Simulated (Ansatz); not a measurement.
Ansatz results at the PBE0-D4/def2-TZVP geometry: LUMO energy (B3LYP/def2-TZVPP) -1.86 eV; ideal-gas entropy at 298 K and 1 bar (rigid rotor, harmonic PBE0-D4/def2-TZVP) 391 J/(mol·K); size of the dipole moment (PBE/def2-TZVPP) 2.91 D.

Each molecule was computed in one conformer, which needn't be the lowest.

(1) Which molecule gave them?
A. `N[C@H]1O[Si@@H]1[SiH3]`
B. `BC1(C)C=N1`
C. `C=N[SiH2]O[SiH3]`
D. `N[SiH2][SiH2]C=O`

## Answers

(1) D. The others give `N[C@H]1O[Si@@H]1[SiH3]`: -1.14, 357, 0.73; `C=N[SiH2]O[SiH3]`: -1.27, 386, 1.29; `BC1(C)C=N1`: -1.97, 316, 2.25.

B3LYP here is the variant with VWN-RPA as its local correlation; programs differ in this.
